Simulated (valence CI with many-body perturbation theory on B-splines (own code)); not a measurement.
Cd16+: what each term of the Hamiltonian does

Computed by configuration interaction combined with many-body perturbation theory (CI+MBPT): four valence electrons over a frozen Dirac-Fock core [Ar] 3d10, a basis of 11 s, 11 p, 9 d, 7 f, 5 g, 2 h, 1 i functions for each j, with the one-electron correlation potential Σ1, the two-electron term Σ2, the three-electron term Σ3, Breit, model QED; selected CI, second order for the rest (own B-spline code, finite nucleus).

No measured spectrum was set against this ion. As an estimate, levels hold to about 250 cm⁻¹ or 0.2 % of their energy and the worst to 1 %, as in measured heavy ions of charge 2 to 7; those with d or f electrons hold less well.

Each rung adds one term. CI alone is the Dirac-Coulomb CI over the frozen core; QED comes last and gives the full result, which names the levels. Energies are above 4s2.4p2 3P_0 on the same rung, in eV.

Names give the largest LS component (configuration and term), which can be under half, so a name can repeat, a term be missing and a line seem to break the LS rules; names also repeat where a configuration has a term twice.

| Level | CI alone | Σ1 | Σ2 | Σ3 | Breit | QED | Full |
| --- | --- | --- | --- | --- | --- | --- | --- |
| 4s2.4p2 3P_1 | 6.24 | +0.075 | +0.054 | +0.006 | -0.112 | +0.016 | 6.28 |
| 4s2.4p2 3P_2 | 8.12 | +0.081 | +0.026 | +0.002 | -0.124 | +0.016 | 8.13 |
| 4s2.4p2 1D_2 | 15.91 | +0.158 | +0.056 | +0.002 | -0.232 | +0.031 | 15.93 |
| 4s2.4p2 1S_0 | 20.85 | +0.162 | -0.040 | -0.014 | -0.223 | +0.028 | 20.76 |
| 4s.4p3 5S°_2 | 41.11 | +0.139 | +0.432 | +0.027 | -0.052 | -0.147 | 41.51 |
| 4s.4p3 3D°_1 | 49.06 | +0.140 | +0.111 | +0.012 | -0.044 | -0.142 | 49.14 |
| 4s.4p3 3D°_2 | 50.17 | +0.170 | +0.233 | +0.017 | -0.097 | -0.136 | 50.36 |
| 4s.4p3 3D°_3 | 52.56 | +0.193 | +0.235 | +0.018 | -0.141 | -0.131 | 52.74 |
| 4s.4p3 3P°_0 | 56.86 | +0.199 | +0.091 | +0.003 | -0.123 | -0.133 | 56.89 |
| 4s.4p3 3P°_1 | 57.85 | +0.211 | +0.055 | +0.006 | -0.144 | -0.130 | 57.84 |
| 4s.4p3 3P°_2 | 58.64 | +0.210 | +0.031 | +0.011 | -0.157 | -0.122 | 58.62 |
| 4s.4p3 3S°_1 | 65.08 | +0.196 | -0.860 | -0.009 | -0.098 | -0.142 | 64.17 |
| 4s.4p3 1D°_2 | 65.09 | +0.247 | -0.025 | +0.012 | -0.231 | -0.105 | 64.98 |
| 4s2.4p.4d 3F°_2 | 72.69 | +0.144 | -0.051 | +0.018 | -0.217 | -0.008 | 72.57 |
| 4s.4p3 1P°_1 | 73.78 | +0.276 | -0.717 | -0.009 | -0.224 | -0.119 | 72.98 |
| 4s2.4p.4d 3F°_3 | 75.87 | +0.173 | -0.018 | +0.019 | -0.283 | +0.005 | 75.77 |
| 4s2.4p.4d 3P°_2 | 79.39 | +0.170 | -0.566 | +0.002 | -0.247 | -0.011 | 78.74 |
| 4s2.4p.4d 3D°_1 | 80.77 | +0.158 | -0.672 | -0.005 | -0.214 | -0.009 | 80.03 |
| 4s2.4p.4d 3F°_4 | 81.38 | +0.237 | +0.077 | +0.023 | -0.388 | +0.018 | 81.35 |
| 4s2.4p.4d 1D°_2 | 85.20 | +0.229 | -0.546 | +0.004 | -0.324 | -0.001 | 84.56 |
| 4s2.4p.4d 3P°_0 | 86.20 | +0.227 | -0.451 | +0.005 | -0.319 | +0.007 | 85.67 |
| 4s2.4p.4d 3P°_1 | 87.01 | +0.233 | -0.545 | +0.002 | -0.330 | +0.006 | 86.38 |
| 4s2.4p.4d 3D°_3 | 87.24 | +0.228 | -0.641 | -0.001 | -0.340 | +0.007 | 86.49 |
| 4s2.4p.4d 3D°_2 | 88.04 | +0.246 | -0.593 | +0.001 | -0.357 | +0.006 | 87.34 |
| 4s2.4p.4d 1F°_3 | 93.25 | +0.245 | -0.749 | -0.020 | -0.359 | +0.015 | 92.38 |
| 4s2.4p.4d 1P°_1 | 94.52 | +0.254 | -0.673 | -0.030 | -0.354 | +0.009 | 93.73 |
| 4p4 3P_2 | 97.82 | +0.235 | -0.105 | +0.022 | -0.045 | -0.282 | 97.65 |
| 4p4 3P_0 | 102.52 | +0.259 | -0.238 | +0.012 | -0.062 | -0.282 | 102.21 |
| 4p4 3P_1 | 104.89 | +0.297 | +0.022 | +0.026 | -0.158 | -0.258 | 104.82 |
| 4p4 1D_2 | 106.06 | +0.306 | +0.046 | +0.023 | -0.166 | -0.260 | 106.01 |
| 4s.4p2.4d 5F_1 | 106.42 | +0.201 | +0.378 | +0.041 | -0.139 | -0.169 | 106.73 |

The middle columns are the shifts that each term adds.

Problem. How does the ionisation energy move along the ladder, and which term matters most?

Solution. CI alone 420.81, + Σ1 422.07, + Σ2 421.99, + Σ3 421.91, + Breit 421.61, + QED 421.63 eV. The largest step is Σ1, 1.27 eV. NIST lists 421 ± 3 eV (theoretical).
